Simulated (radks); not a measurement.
Problem. Zr3+, configuration [Ar] 3d10 4s2 4p5 4d1 4f1 (not the ground configuration). All-electron calculation, non-relativistic Kohn-Sham, SCAN, spin-unpolarised, spherical densities, point nucleus; meta-GGA in the generalised Kohn-Sham scheme; relativity is left out, which matters for an element this heavy. Program: a radial shooting solver on a logarithmic mesh with Libxc functionals. Some entries of the table are withheld. Estimate them.

orbital  occ.  eigenvalue (hartree)  r(max) (bohr)  <r^2> (bohr^2)
1s          2             -643.0942            (1)        0.001949
2s          2             -89.41079         0.1411         0.03289
2p          6             -81.95081         0.1114         0.02519
3s          2             -15.96321         0.4180          0.2513
3p          6             -13.13393         0.4066          0.2527
3d         10              -8.02086         0.3480          0.2450
4s          2              -3.25912          1.093           1.656
4p          5              -2.46769          1.166           1.974
4d          1              -1.25350            (2)           3.356
4f          1              -0.43833          3.410           17.05

Solution. 
(1) 1s r(max) (bohr): 0.02522
(2) 4d r(max) (bohr): 1.412
